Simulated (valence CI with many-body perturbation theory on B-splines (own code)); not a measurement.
Ho XVII: E2, M1 decay

Method: configuration interaction combined with many-body perturbation theory (CI+MBPT): five valence electrons over a frozen Dirac-Fock core [Kr] 4d10, a basis of 7 s, 7 p, 7 d, 7 f, 4 g, 2 h functions for each j, with the one-electron correlation potential Σ1 (screened to all orders), the two-electron term Σ2, the three-electron term Σ3, Breit, model QED; selected single and double excitations, second order for the rest, scaled by the run's own slope (own B-spline code, finite nucleus).

No measured levels were compared; by estimate terms of the open shell hold to a few per cent of their energy, and close levels can change places. Among the levels kept, up to 1100 cm⁻¹ of a level comes from second order outside the variational space, and about a tenth of that is noise between levels of different J, which matters for small intervals.

Lines 1 to 50 of 120 in falling wavelength, among levels below 16.917 eV, chosen from the decays that carry over 1 % of a level's rate. Wavelengths and rates use the calculated energies, so an error of 2000 cm⁻¹ moves a line at 3407 nm by 68 % and its rate by three times that or more. Electric multipoles are in the length gauge, E1 and E2 with the static RPA response of the core. Weak lines are less certain than strong ones. Lines between different terms over intervals too small for the method are left out, as are lines whose strength nearly cancels. Where a level lies close to another of its J and parity, the split of strength between their lines is uncertain. Intervals below about 2000 cm⁻¹, as at the head of this list, are uncertain by tens of per cent.

Names give the largest LS component (configuration and term), which can be under half, so a name can repeat, a term be missing and a line seem to break the LS rules; names also repeat where a configuration has a term twice. Letters in brackets count levels of one name in rising energy.

```csv
λ vac (nm),Upper,Lower,Type,A (s⁻¹),Branch %
10130,4f5 6F°_5/2,4f5 6F°_3/2,M1,8.40e-02,4.3
3963,4f5 6F°_7/2,4f5 6F°_5/2,M1,1.26e+00,54.9
3524,4f5 4L°_17/2,4f5 4L°_15/2,M1,5.34e-01,4.0
3488,4f5 4M°_21/2,4f5 4M°_19/2,M1,6.60e-01,100.0
3407,4f5 6P°_3/2,4f5 4F°_5/2 [a],M1,4.46e-01,1.9
3315,4f5 4F°_3/2 [a],4f5 4G°_5/2 [a],M1,6.08e-01,1.0
3211,4f5 6H°_7/2,4f5 6H°_5/2,M1,2.49e+00,100.0
3064,4f5 6H°_15/2,4f5 6H°_13/2,M1,1.50e+00,100.0
3018,4f5 6F°_9/2,4f5 6F°_7/2,M1,2.22e+00,84.4
2967,4f5 6H°_9/2,4f5 6H°_7/2,M1,4.00e+00,100.0
2937,4f5 6H°_13/2,4f5 6H°_11/2,M1,3.04e+00,100.0
2909,4f5 6H°_11/2,4f5 6H°_9/2,M1,4.03e+00,100.0
2748,4f5 6F°_11/2,4f5 6F°_9/2,M1,1.67e+00,93.5
2492,4f5 4M°_19/2,4f5 4M°_17/2,M1,2.69e+00,100.0
2304,4f5 4I°_15/2 [a],4f5 4K°_13/2 [a],M1,2.10e+00,3.6
2172,4f5 4L°_15/2,4f5 4I°_15/2 [a],M1,5.70e-01,1.8
2023,4f5 4F°_7/2 [a],4f5 4F°_5/2 [a],M1,9.83e-01,1.0
1915,4f5 6P°_3/2,4f5 4G°_5/2 [b],M1,1.98e+00,8.3
1852,4f5 4M°_17/2,4f5 4M°_15/2,M1,5.32e+00,91.8
1789,4f5 4G°_11/2 [a],4f5 4G°_9/2 [a],M1,4.00e+00,20.8
1707,4f5 4L°_17/2,4f5 4M°_19/2,M1,2.15e-01,1.6
1632,4f5 4G°_7/2 [a],4f5 4G°_5/2 [a],M1,8.93e+00,9.2
1539,4f5 4G°_9/2 [a],4f5 4G°_7/2 [a],M1,1.01e+01,16.1
1422,4f5 4L°_15/2,4f5 4M°_17/2,M1,1.33e+00,4.3
1384,4f5 4F°_7/2 [a],4f5 4G°_5/2 [b],M1,9.43e+00,9.8
1344,4f5 4L°_17/2,4f5 4I°_15/2 [a],M1,6.52e+00,48.6
1307,4f5 4L°_13/2,4f5 4K°_13/2 [a],M1,8.85e+00,16.4
1277,4f5 4I°_15/2 [a],4f5 4M°_15/2,M1,9.71e+00,16.8
1262,4f5 4G°_5/2 [b],4f5 4F°_3/2 [a],M1,5.56e+00,5.7
1253,4f5 4L°_13/2,4f5 4I°_11/2 [a],M1,7.30e+00,13.5
1118,4f5 4L°_15/2,4f5 4K°_13/2 [a],M1,3.34e+00,10.8
1072,4f5 4K°_11/2 [a],4f5 4I°_11/2 [a],M1,7.16e+00,14.6
1013,4f5 4L°_17/2,4f5 4M°_17/2,M1,4.63e+00,34.4
992.0,4f5 4K°_11/2 [a],4f5 4I°_9/2 [a],M1,1.68e+01,34.2
979.6,4f5 6F°_9/2,4f5 6H°_11/2,M1,1.33e-01,5.1
979.4,4f5 4F°_5/2 [a],4f5 4F°_3/2 [a],M1,1.88e+01,39.1
967.7,4f5 6F°_7/2,4f5 6H°_9/2,M1,1.76e-01,7.6
957.6,4f5 6F°_11/2,4f5 6H°_13/2,M1,6.07e-02,3.4
932.9,4f5 4G°_11/2 [a],4f5 4K°_13/2 [a],M1,2.97e-01,1.5
913.9,4f5 4G°_5/2 [b],4f5 4G°_5/2 [a],M1,2.02e+01,20.5
905.2,4f5 4G°_11/2 [a],4f5 4I°_11/2 [a],M1,1.48e+00,7.7
894.5,4f5 6F°_5/2,4f5 6H°_7/2,M1,5.85e-02,3.0
830.6,4f5 4F°_7/2 [a],4f5 4G°_7/2 [a],M1,1.38e+01,14.4
804.3,4f5 4L°_15/2,4f5 4M°_15/2,M1,1.13e+00,3.6
771.8,4f5 6F°_1/2,4f5 6H°_5/2,E2,1.05e-03,100.0
760.7,4f5 6P°_3/2,4f5 4F°_3/2 [a],M1,2.07e+00,8.7
756.0,4f5 4F°_5/2 [a],4f5 4G°_5/2 [a],M1,1.79e+00,3.7
754.3,4f5 4D°_1/2 [a],4f5 4F°_3/2 [a],M1,2.15e+00,2.6
751.5,4f5 6F°_3/2,4f5 6H°_5/2,M1,4.62e-01,99.1
732.8,4f5 6F°_9/2,4f5 6H°_9/2,M1,2.72e-01,10.3
```
